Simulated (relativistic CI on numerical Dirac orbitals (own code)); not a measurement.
# Pt⁴⁺ (5d6) in a crystal field

Calculated by Dirac-Coulomb-Breit CI, KLI orbitals optimised for each configuration, a model potential for QED, valence Slater integrals scaled by 0.85, one configuration in a parametric crystal field (own radial code).

Field parameters in Wybourne normalisation: D4h B²₀ = −7Ds, B⁴₀ = 21(Dq − Dt), B⁴₄ = 21√(5/14) Dq; Oh B⁴₀ = 21Dq, B⁴₄ = √(5/14) B⁴₀; Td as Oh with Dq negative (B⁴₀ = 21Dq, B⁴₄ = √(5/14) B⁴₀). The field is a parameter set, without covalency.

S and J are read from ⟨S²⟩ = S(S + 1) and ⟨J²⟩ = J(J + 1) of each level; they are not fictitious spins.

Oh, 10Dq = 15300 cm⁻¹, the lowest 10 levels:

| E (cm⁻¹) | Degeneracy | Irrep | S | J |
| --- | --- | --- | --- | --- |
| 0.0 | 1 | A1 | 0.92 | 3.99 |
| 4201 | 2 | E | 1.56 | 3.80 |
| 5108 | 3 | T1 | 1.57 | 3.88 |
| 5705 | 3 | T2 | 1.73 | 3.71 |
| 8420 | 3 | T2 | 1.61 | 3.21 |
| 11398 | 3 | T1 | 1.83 | 2.92 |
| 11943 | 1 | A1 | 1.57 | 3.89 |
| 15218 | 2 | E | 1.39 | 4.07 |
| 15634 | 3 | T1 | 1.22 | 4.09 |
| 18230 | 3 | T2 | 1.62 | 3.58 |

Td, 10Dq = -10750 cm⁻¹, the lowest 16 levels:

```
E (cm⁻¹)  Degeneracy  Irrep     S     J
     0.0           2      E  1.71  3.57
    87.3           1     A1  1.80  3.79
     610           3     T1  1.81  3.78
    1129           3     T2  1.66  3.62
    5382           1     A2  1.95  3.00
    8667           3     T2  1.54  3.23
    9269           2      E  1.42  3.13
   10707           3     T2  1.38  3.58
   13484           3     T1  1.77  3.07
   13812           3     T2  1.57  3.38
   14034           2      E  1.30  4.05
   14599           1     A1  1.24  4.20
   15190           3     T1  1.26  4.69
   15992           1     A1  1.53  3.32
   16378           3     T1  1.76  2.33
   19539           2      E  1.07  4.00
```

D4h, 10Dq = 29250, Ds = 1290, Dt = -210 cm⁻¹, the lowest 10 levels:

```
E (cm⁻¹)  Degeneracy  Irrep     S     J
     0.0           1     A1  0.31  4.34
   17175           1     B1  1.15  4.13
   18653           2      E  1.10  4.12
   19486           1     A1  1.12  4.06
   19712           1     B2  1.10  3.70
   20192           2      E  1.12  3.74
   22617           1     A2  1.01  4.30
   26454           2      E  1.23  3.59
   26785           1     A1  1.23  3.90
   27021           1     A2  1.09  3.72
```

The free-ion ground term has S = 2. The field overcomes the spin-pairing energy for Oh, 10Dq = 15300 cm⁻¹; D4h, 10Dq = 29250, Ds = 1290, Dt = -210 cm⁻¹, where the ground state has lower spin; these fields are assumed values.

Levels of this model without a field, named by their leading LS term: ⁵D4 0, ⁵D2 6192, ⁵D3 7179, ⁵D1 10367, ⁵D0 10519, ³H4 16260, ³H5 20620, ³H6 20622 cm⁻¹.
